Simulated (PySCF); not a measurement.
C3H2F3, SMILES C=C(F)[C](F)F, multiplicity 2. The structure is a stationary point at PBE-D3(BJ)/def2-SVP. The isomer is the one that the SMILES or the coordinates give; other isomers of the formula were not compared. The values are those of a single conformer.

The numbers are results of PBE-D3(BJ)/def2-SVP (PySCF 2.14.0), not measurements.

Harmonic wavenumbers (cm⁻¹): 128, 210, 221, 364, 460, 496, 545, 562, 660, 769, 905, 1164, 1313, 1344, 1475, 1553, 3124, 3241. Rotational constants (GHz): 5.311, 3.294, 2.033; symmetry number 1.

Question: Work out the zero-point energy and the ideal-gas rigid-rotor harmonic-oscillator thermochemistry at 298.15 K and 1 atm.

Answer: ZPE = ½ Σ hcν = ½ × 18533 cm⁻¹ = 26.49 kcal/mol. H − E(el) = 30.92 kcal/mol. Entropy in cal/(mol K): translation 39.57, rotation 26.60, vibration 11.42, spin 1.38, total 78.97. G − E(el) = 7.38 kcal/mol. Cp = 22.66 cal/(mol K). Modes under 150 cm⁻¹ make the vibrational entropy uncertain.
